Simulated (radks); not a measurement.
Cu, 29 electrons, occupied as [Ar] 3d9 4s1 5s1 (not the ground configuration).

Method: scalar-relativistic Kohn-Sham, PBE, spin-polarised, spherical densities, point nucleus; open shells are filled with parallel spins first; computed with a radial shooting solver on a logarithmic mesh with Libxc functionals.

Energy parts (hartree):
| part | energy |
|---|---|
| total | -1654.55405 |
| kinetic | 1679.21009 |
| electron-nucleus | -3973.73373 |
| Hartree | 707.16384 |
| exchange-correlation | -67.19425 |

Orbitals (lengths in bohr, moments of r in powers of bohr):
orbital  occ.  eigenvalue (hartree)      <r>     <r^2>
1s up       1             -325.6592  0.05213  0.003656
1s down     1             -325.6575  0.05213  0.003656
2s up       1             -39.45482   0.2352   0.06529
2s down     1             -39.43323   0.2351   0.06525
2p up       3             -34.10378   0.2065   0.05230
2p down     3             -34.08721   0.2064   0.05226
3s up       1              -4.62306   0.7095    0.5818
3s down     1              -4.57957   0.7097    0.5820
3p up       3              -3.05474   0.7447    0.6555
3p down     3              -3.01117   0.7448    0.6554
3d up       5              -0.56284   0.9439     1.191
3d down     4              -0.51628   0.9412     1.184
4s up       1              -0.37689    2.473     7.058
4s down     0              -0.32488    2.514     7.320
5s up       1              -0.06422    7.609     64.66

The highest occupied level is 5s up at -1.748 eV. The configuration is held as typed, so some empty levels lie below it. The density falls to 0.001 e/bohr^3 at r = 3.74 bohr.
